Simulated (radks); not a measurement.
Effect of the nuclear size on neutral scandium, [Ar] 3d1 4s2. Method: Dirac Kohn-Sham, BLYP, spin-unpolarised, spherical densities, finite nucleus; open shells are shared between the two j in proportion to 2j + 1; Fermi nuclear charge, rms radius 3.5459 fm; computed with a radial shooting solver on a logarithmic mesh with Libxc functionals. The rms radius is varied about that value; shifts are against it.

| rms radius (fm) | total energy shift (eV) | density at nucleus (e/bohr^3) | 1s1/2 shift (meV) | 2s1/2 shift (meV) | 3s1/2 shift (meV) |
|---|---|---|---|---|---|
| 2.9715 | -0.0116 | 7302 | -4.89 | -0.396 | -0.049 |
| 3.3225 | -0.00474 | 7278 | -2.00 | -0.162 | -0.020 |
| 3.5459 | 0 | 7265 | 0.000 | 0.000 | 0.000 |
| 3.6913 | 0.00325 | 7257 | 1.37 | 0.111 | 0.014 |
| 4.1629 | 0.0146 | 7232 | 6.18 | 0.501 | 0.062 |

Slopes of the eigenvalues against <r^2> in GHz/fm^2, as finite differences over the two radii next to the reference (eigenvalue slopes, not the field-shift constants of lines): 1s1/2 315, 2s1/2 25.5, 3s1/2 3.15.
